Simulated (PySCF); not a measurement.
**Radial density of Au⁺ (gold, charge +1)**

UHF, [Xe] 4f14 5d9 6p1, one real determinant (an excited configuration). All numbers are calculated (PySCF 2.14, the spin-free X2C one-electron Hamiltonian (Gaussian nucleus), in Sapporo-DKH3-DZP-2012 (8s6p5d2f, 65 functions)).

```
r (bohr)  4πr²ρ (e/bohr)  4πr²(ρα − ρβ)
  0.0154           103.7         0.0037
  0.0258           99.72         0.0104
  0.0434           142.2         0.0201
  0.0731           126.8         0.0465
   0.123           130.1         0.0806
   0.207           97.33        -0.0063
   0.348           87.90         0.1848
   0.585           45.26         0.0188
   0.984           20.33         0.7243
    1.65           7.156         0.7317
    2.78           1.295         0.6523
    4.68         0.02084         0.0125
```

Densities and radii are taken from the X2C orbitals without a picture-change correction, which distorts them close to the nucleus.

⟨L²⟩ = 8.20 against 12 for a pure F term, so this real determinant mixes terms. Spin-orbit coupling, absent here, splits the open shell strongly.

Where is the radial spin density 4πr²(ρα − ρβ) most negative, and why is it negative at all?

Around r = 0.207 bohr, down to -0.0063 e/bohr: exchange with the open shell polarises the paired shells in an unrestricted calculation.
